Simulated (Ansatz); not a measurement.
CH$_{5}$CdN, SMILES `[CH3][Cd][NH2]`, relaxed with RKS PBE0-D4/def2-TZVP in the Gaussian-basis code of Ansatz from a GFN2-xTB geometry. The force threshold is 0.005 eV/Å; the program also tests the step.

The species carries charge 0 and has multiplicity 1. Cd takes the def2 core potential.

Start:

```xyz
8

C     0.137   -1.691    0.457
Cd   -0.335    0.137   -0.633
N    -0.168    2.187   -0.334
H     1.176   -1.604    0.778
H     0.016   -2.609   -0.109
H    -0.502   -1.732    1.340
H    -0.960    2.738   -0.668
H     0.637    2.573   -0.830
```

How much energy does the relaxation release, and in how many steps? (Best estimate.)

Computed: 41.65 kJ/mol, in 8 steps, 1 of them rejected.

Which bonds change most? (Best estimate.)

The calculation gave: C1–Cd2 from 2.180 to 2.095 Å; Cd2–N3 from 2.079 to 2.018 Å; N3–H8 from 1.022 to 1.013 Å; N3–H7 from 1.020 to 1.013 Å.

Give the relaxed structure. (An estimate is asked.)

The calculation gave: 
```xyz
8

C     0.150   -1.692    0.506
Cd   -0.023    0.321   -0.046
N    -0.175    2.298   -0.423
H     1.171   -1.909    0.826
H    -0.096   -2.342   -0.335
H    -0.527   -1.918    1.332
H    -1.055    2.576   -0.840
H     0.556    2.666   -1.019
```
